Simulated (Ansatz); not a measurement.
A structure relaxed at B3LYP-D4/def2-TZVP in Ansatz, charge 0, singlet:

```xyz
3

Hg    0.002    0.000    0.000
Cl   -0.263    0.816    2.117
Cl    0.261   -0.816   -2.117
```

(1) Give its formula, name or SMILES and point group.

(2) Summarise the bond lengths by kind (pairs closer than 1.2 times the sum of covalent radii, bridged metal pairs left out).

Answers

(1) HgCl₂. Point group D∞h (tolerance 0.1 Å).

(2) 2 × Cl–Hg 2.28 Å. The metal has 2 neighbours: Cl 2.28 Å, Cl 2.28 Å.

In the def2 sets Hg takes a core potential; there is no spin–orbit coupling.
